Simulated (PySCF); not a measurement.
Deuteron quadrupole couplings in `CCC(C)(C)S(=O)(=O)Cl`

C5H11ClO2S.
Z-matrix (Å and degrees, PBE0-D3(BJ)/def2-SVP geometry), rows numbered from 1:
```
C 
C   1  1.5198
C   2  1.5432  1  118.26
C   3  1.5223  2  109.54  1  -178.78
C   3  1.5185  2  113.73  1   -51.57
S   3  1.8443  2  104.86  1    65.96
O   6  1.4506  3  110.57  2   -76.04
O   6  1.4500  3  109.25  2    59.73
Cl  6  2.1191  3  102.04  2   172.31
H   1  1.0998  2  109.46  3   176.70
H   1  1.0998  2  112.08  3    57.63
H   1  1.0986  2  112.24  3   -63.66
H   2  1.1016  1  110.12  3   124.59
H   2  1.1037  1  109.49  3  -119.25
H   4  1.1003  3  108.32  2    61.41
H   4  1.0978  3  111.67  2  -179.23
H   4  1.0990  3  111.10  2   -57.63
H   5  1.0991  3  110.95  2  -179.27
H   5  1.0975  3  111.85  2    59.65
H   5  1.1009  3  108.60  2   -60.34
```

Level: PBE0/pcSseg-1 (PySCF, non-relativistic); Q(2H) = 0.00286 b; rigid geometry, the same for H and D, with no vibrational averaging.

Problem. Give the electric field gradient Vzz (the principal value of largest size), its asymmetry and the 2H coupling at each hydrogen.

Solution. 
```csv
atom,bonded to,bond length (Å),Vzz (au),η,χzz (kHz)
H10,C1,1.100,0.2929,0.03,197
H11,C1,1.100,0.2925,0.03,197
H12,C1,1.099,0.2866,0.05,193
H13,C2,1.102,0.2792,0.04,188
H14,C2,1.104,0.2823,0.05,190
H15,C4,1.100,0.2913,0.04,196
H16,C4,1.098,0.2895,0.04,195
H17,C4,1.099,0.2876,0.03,193
H18,C5,1.099,0.2883,0.04,194
H19,C5,1.098,0.2902,0.03,195
H20,C5,1.101,0.2909,0.04,196
```

Problem. Give the 2H NMR doublet splittings at H16 for a magnetic field along the z, y and x axes of the gradient: 3χ/2, 3χ(1 + η)/4, 3χ(1 − η)/4.

Solution. With |χ| = 194.6 kHz and η = 0.038: 292, 151 and 140 kHz, to first order and without motion.

The structure is a single PBE0-D3(BJ)/def2-SVP conformer in the gas phase; no vibrational or solvent corrections. With a basis this small, the couplings can be 20 % off.
